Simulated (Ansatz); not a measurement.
## How methods differ on [InH4]− (SMILES [H][In-]([H])([H])[H])

[InH4]− has 5 atoms, charge -1, and is taken as a singlet. SMILES: `[H][In-]([H])([H])[H]`. The shape comes from GFN2-xTB, which is rough for such elements, and wasn't checked as a minimum.

```
atom    x (Å)    y (Å)    z (Å)
  In   0.0000   0.0000   0.0000
   H   0.5606  -0.0313   1.2846
   H   1.4005  -0.0174   0.0626
   H  -0.9720   0.7656  -0.6592
   H  -0.9891  -0.7169  -0.6880
```

Each level gives the energy change with the In1–H5 bond stretched from 1.402 to 3.505 Å (eV). The values are calculated.

```csv
level,kind,program,value (eV),less FCI/STO-3G
HF/STO-3G (restricted),Hartree–Fock,Ansatz,4.17,+1.66
revPBE/STO-3G (restricted),GGA,Ansatz,3.06,+0.55
B3LYP/STO-3G (restricted),global hybrid,Ansatz,3.46,+0.95
BHLYP/STO-3G (restricted),global hybrid,Ansatz,3.93,+1.42
PBE0/STO-3G (restricted),global hybrid,Ansatz,3.70,+1.19
BCCD(T)/STO-3G (restricted),coupled cluster or CI,Ansatz,2.50,-0.01
CCSD/STO-3G (restricted),coupled cluster or CI,Ansatz,2.55,+0.04
CCSDT(Q)/STO-3G (restricted),coupled cluster or CI,Ansatz,2.50,-0.01
FCI/STO-3G,exact in the basis,Ansatz,2.51,0.00
```

FCI/STO-3G is exact within its basis and frozen core, so for wave-function methods in that basis the difference is their error; functionals converge differently with the basis, so for them it is only a difference. A spin-restricted reference rises too steeply as a bond breaks; here HF/STO-3G, revPBE/STO-3G, B3LYP/STO-3G, BHLYP/STO-3G, PBE0/STO-3G lie well above the multireference or unrestricted value. All-electron rows without a relativistic Hamiltonian named are non-relativistic. Sets without diffuse functions describe the anion poorly. The first shape isn't each level's own minimum. The values span 2.50 to 4.17 eV. All rows use very small basis sets, so none should be taken for the real molecule's value. In the correlated wave-function rows the outer d shell of In is correlated, in sets not made for it.
